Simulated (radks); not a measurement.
Question: All-electron atom: Hf XXXII in [Kr] 4d5. All-electron calculation, Dirac Kohn-Sham, PBEsol, spin-unpolarised, spherical densities, point nucleus; open shells fill j = l - 1/2 first. Program: a radial shooting solver on a logarithmic mesh with Libxc functionals.

Spin-orbit splittings of the eigenvalues, e(l+1/2) - e(l-1/2), with zeta = 2 splitting/(2l+1) and mean radii in bohr:

| shell | occ. | splitting (eV) | zeta (eV) | <r> j=l-1/2 | <r> j=l+1/2 |
|---|---|---|---|---|---|
| 2p | 6 | 1191 | 793.9 | 0.06614 | 0.07386 |
| 3p | 6 | 259.2 | 172.8 | 0.1967 | 0.2106 |
| 3d | 10 | 56.67 | 22.67 | 0.1845 | 0.1888 |
| 4p | 6 | 75.22 | 50.15 | 0.4308 | 0.4531 |
| 4d | 5 | ? | ? | 0.4465 | 0.4529 |
| 5p | 0 | 29.79 | 19.86 | 0.7771 | 0.8071 |

Estimate the 4d splitting.

Answer: 15.80 eV (zeta = 6.321 eV).
